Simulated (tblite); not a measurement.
A tight-binding relaxation on `C=C(OCC)[SiH2]OC(C)=S`.

Computed with GFN2-xTB geometry optimisation, gas phase (tblite 0.8.0). Start geometry: from a force field or distance geometry. A driver script takes a list of jobs; this job's settings line and coordinates (Å) are shown.

Command:
```bash
OMP_NUM_THREADS=1 python probes_run.py task.json out
```

Input:
```
{"job": {"kind": "relax", "xc": "GFN2-xTB", "basis": "xTB"}, "charge": 0, "multiplicity": 1}
C     -0.665900    -2.286600     0.676600
C     -0.310000    -1.001100     0.877400
O     -0.974800     0.108900     0.443300
C     -2.184200    -0.069000    -0.320200
C     -2.722000     1.290400    -0.679700
Si     1.266800    -0.603400     1.849500
O      2.617400    -0.667200     0.887200
C      2.996900     0.136400    -0.109700
C      2.179900     1.319200    -0.518600
S      4.401700    -0.297500    -0.885300
H     -0.090900    -3.120600     1.053000
H     -1.570700    -2.561300     0.128900
H     -1.976300    -0.642200    -1.214900
H     -2.924400    -0.605600     0.291000
H     -3.646500     1.211800    -1.265800
H     -2.926300     1.887300     0.222400
H     -1.982400     1.850400    -1.273400
H      1.419000    -1.589400     2.956700
H      1.169900     0.756200     2.454500
H      1.977800     1.964000     0.349600
H      2.699900     1.941400    -1.253800
H      1.234500     0.997300    -0.971500
```

Output:
```
step      E/eV     max force
  0    -872.85090    1.424
  1    -872.94607    0.682
  2    -872.97663    0.518
  3    -873.00240    0.355
  4    -873.02071    0.352
  5    -873.03443    0.294
  6    -873.04433    0.233
  7    -873.05210    0.211
  8    -873.05764    0.194
  9    -873.06279    0.156
... (189 lines left out)
199    -873.14327    0.025
200    -873.14342    0.038
201    -873.14354    0.030
202    -873.14362    0.038
203    -873.14374    0.018
204    -873.14380    0.011
205    -873.14384    0.020
206    -873.14387    0.014
207    -873.14389    0.012
208    -873.14390    0.006
```

«max force» is the largest atomic force in eV/Å.

Task: From which step on does the largest force stay under 0.1 eV/Å, and how much energy is left to gain from there?

Result: From step 13 (0.079 eV/Å), 67.1 meV above the end.

Main results: energy lowered by 6.8 kcal/mol over 208 steps; largest atomic force 0.006 eV/Å at the end.

Task: How long does this job take on an Arm Neoverse N1 with one thread, no GPU, shared host with 64 logical CPUs at a one-minute load of 60?

Result: About 3.9 s.
Labels such as C1 count atoms from 1, the log's own numbers from 0.
